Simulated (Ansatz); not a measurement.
One change: `C[SiH2]/C(Cl)=C\F` becomes `C[SiH2]/C(F)=C\F`.

Ansatz, PBE0-D4/def2-TZVP geometries, multiplicity 1. Each molecule was computed in one conformer, which needn't be the lowest.

```csv
property,`C[SiH2]/C(Cl)=C\F`
LUMO energy (PBE0/def2-TZVPP) / eV,-0.59
HOMO–LUMO gap (PBE/def2-TZVPP) / eV,4.61
HOMO–LUMO gap (PBE0/def2-TZVPP) / eV,6.77
LUMO energy (PBE/def2-TZVPP) / eV,-1.52
LUMO energy (B3LYP/def2-TZVPP) / eV,-0.81
size of the dipole moment (B3LYP/def2-TZVPP) / D,0.69
```

Problem. Give the same properties after the change, and the shifts. (Estimate.)

Solution. Ansatz gave: 
| property | `C[SiH2]/C(F)=C\F` | shift |
| --- | --- | --- |
| LUMO energy (PBE0/def2-TZVPP) / eV | -0.32 | 0.27 |
| HOMO–LUMO gap (PBE/def2-TZVPP) / eV | 4.85 | 0.24 |
| HOMO–LUMO gap (PBE0/def2-TZVPP) / eV | 7.09 | 0.32 |
| LUMO energy (PBE/def2-TZVPP) / eV | -1.24 | 0.28 |
| LUMO energy (B3LYP/def2-TZVPP) / eV | -0.56 | 0.25 |
| size of the dipole moment (B3LYP/def2-TZVPP) / D | 0.81 | 0.12 |

With PBE0 the HOMO falls by 0.05 eV and the LUMO rises by 0.27 eV, so the gap widens by about 0.32 eV. PBE moves the HOMO by 0.02 eV and ωB97M-V by -0.12 eV. Dipoles are sizes alone; their direction can turn.

B3LYP here is the variant with VWN-RPA as its local correlation; programs differ in this.
